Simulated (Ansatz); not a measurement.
Basis-set series for `[OH][Zr]([OH])([OH])[c]1ccccc1`. Charge 0, multiplicity 1. Zr: def2 effective core potential. The geometry is a stationary point of PBE0-D4/def2-TZVP. It is one conformer, not always the lowest.

| functional | basis | functions | energy (Eh) | HOMO (eV) | LUMO (eV) |
| --- | --- | --- | --- | --- | --- |
| PBE0-D4 | def2-SVP | 197 | -505.51973 | -6.82 | -0.47 |
| PBE0-D4 | def2-QZVPP | 834 | -506.08286 | -6.92 | -0.71 |
| ωB97M-V | def2-SVP | 197 | -505.78107 | -8.85 | 0.99 |
| ωB97M-V | def2-QZVPP | 834 | -506.35912 | -8.96 | 0.42 |

Question: Give the rows for def2-TZVPP. (Best estimate.)

Answer: Ansatz gave: 
```csv
functional,basis,functions,energy (Eh),HOMO (eV),LUMO (eV)
PBE0-D4,def2-TZVPP,447,-506.05469,-6.90,-0.66
ωB97M-V,def2-TZVPP,447,-506.33270,-8.93,0.67
```

Positive LUMOs are unbound and depend on the basis.
